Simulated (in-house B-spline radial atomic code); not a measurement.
Results of a calculation; reference values are marked as such.
**Ne in an electron gas of r_s = 3.3: phase shifts, screening and friction**

A nucleus sits in a uniform electron gas with a rigid positive background. The Kohn-Sham equations are solved self-consistently in the spin-unpolarised LDA (PW92), non-relativistic, on B-splines with outgoing waves at the boundary and partial waves to l = 8. The model has no lattice, no bands and no magnetic solution. Atomic units; δ_l are the phase shifts at the Fermi level, counted so that each bound state adds π, and good to about 0.0005.

The density parameter is r_s = 3.3 bohr.

| l | δ_l (rad) |
| --- | --- |
| 0 | 5.9222 |
| 1 | 3.1554 |
| 2 | 0.0584 |
| 3 | 0.0042 |
| 4 | -0.0002 |
| 5 | -0.0001 |
| 6 | 0.0000 |
| 7 | 0.0000 |
| 8 | 0.0000 |

Bound levels below the band bottom (hartree): s -30.15, s -1.182, p -0.3582.

Task: Check the Friedel sum rule, and say where the screening charge sits.

Result: k_F = (9π/4)^(1/3)/r_s = 0.58156. The rule is Z = (2/π) Σ (2l + 1) δ_l. The terms are s 3.770, p 6.026, d 0.186, f 0.019 and -0.002 beyond, in all 9.999 against Z = 10. Bound states hold 4 s, 6 p, 0 d electrons, so the scattering states carry 0.00 in all; where a term is smaller than its bound count, the bound level has drawn weight out of the band.

Task: Find the transport cross section and the electronic stopping of a 5 keV Ne ion (mass 20.18 u).

Result: σ_tr = (4π/k_F²) Σ (l + 1) sin²(δ_l − δ_(l+1)). The terms for l = 0 to 3 are 0.1340, 0.0040, 0.0088, 0.0001, all together 0.1469, so σ_tr = 37.155 × 0.1469 = 5.457 bohr². With n = 3/(4π r_s³) = 0.006643, the friction coefficient is Q = n k_F σ_tr = 0.0211. For v well below v_F = 0.582, dE/dx = Q v; with 24801 eV per u at v = 1, v = √(5000/(24801 × 20.18)) = 0.1000, so dE/dx = 0.00211 hartree/bohr = 1.08 eV/nm. The largest term couples the s and p waves.
